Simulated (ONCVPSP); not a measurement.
An all-electron radial function and its pseudo partner (Si (Z = 14))

Columns: radius, all-electron u(r) and pseudo u(r) of the 3p shell (level -7.69 eV) of silicon in the configuration [Ne] 3s2 3p1.5; PBE, non-relativistic, ONCV scheme, ONCVPSP 4.0.1.

```
r (bohr)  all-electron  pseudo
   0.080       -0.0788  0.0026
   0.160       -0.1883  0.0102
   0.240       -0.2571  0.0227
   0.320       -0.2772  0.0399
   0.400       -0.2578  0.0616
   0.480       -0.2109  0.0873
   0.560       -0.1468  0.1170
   0.640       -0.0734  0.1501
   0.720        0.0038  0.1862
   0.800        0.0810  0.2249
   0.880        0.1556  0.2652
   0.960        0.2259  0.3065
   1.040        0.2910  0.3478
   1.120        0.3504  0.3883
   1.200        0.4038  0.4275
   1.280        0.4515  0.4648
   1.360        0.4936  0.4999
   1.440        0.5303  0.5324
   1.520        0.5616  0.5619
   1.600        0.5877  0.5877
   1.680        0.6089  0.6090
   1.760        0.6256  0.6257
   1.840        0.6381  0.6381
   1.920        0.6466  0.6467
   2.000        0.6517  0.6517
   2.080        0.6535  0.6535
```

**Question.** How many radial nodes do the two functions have?

**Answer.** The all-electron 3p function has n − l − 1 = 1; the pseudo-wave has 0, since the states of the same l below it are removed with the core.

**Question.** At about which radius was the pseudo-wave matched?

**Answer.** 1.60 bohr, where the columns begin to agree (steps of 0.08 bohr).

**Question.** Is the pseudo-wave norm-conserving?

**Answer.** Yes: the ONCV scheme keeps the norm inside the radius equal to the all-electron one, which fixes the energy derivative of the logarithmic derivative at the level.
